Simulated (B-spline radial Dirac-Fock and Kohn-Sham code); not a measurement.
**Ga⁺ 3s: cross section and angular parameters**

System: Ga⁺, configuration 1s2 2s2 2p6 3s2 3p6 3d10 4s2; threshold 166.0 eV (orbital energy of the model). Level of theory: Dirac-Hartree-Slater photoionisation with a Latter tail; cross sections with all multipoles, angular parameters from the dipole term and its interference with E2; a radial atomic solver.

For linearly polarised light dσ/dΩ = σ/(4π) [1 + β P₂(cos θ) + (δ + γ cos²θ) sin θ cos φ], with θ from the polarisation vector and φ the angle between the beam and the projection of the electron momentum on the plane normal to the polarisation.

```csv
hν (eV),σ (kb),β,γ
200,229,1.996,0.248
252,198,1.997,0.318
262,192,1.997,0.321
300,170,1.997,0.316
316,160,1.998,0.308
328,154,1.998,0.302
400,122,1.998,0.252
431,111,1.998,0.229
533,83.2,1.998,0.156
609,68.6,1.999,0.109
1030,29.6,1.999,-0.041
1410,17.0,1.999,-0.069
1486.9,15.4,1.999,-0.068
2400,6.18,1.999,0.038
2620,5.18,1.999,0.077
2970,4.02,1.999,0.142
2984.4,3.98,1.999,0.145
4280,1.86,1.999,0.398
6600,0.713,1.999,0.827
6820,0.661,1.999,0.865
8330,0.415,1.999,1.113
12000,0.172,1.998,1.633
12400,?,?,?
12600,0.152,1.998,1.709
12700,0.149,1.998,1.722
```

**Question.** Give the values at 12400 eV.

**Answer.** σ = 0.158 kb, β = 1.998, γ = 1.684. For an s subshell δ is negligible.

Values without a named source are computed, but for edge energies of neutral atoms, which are taken from tables.
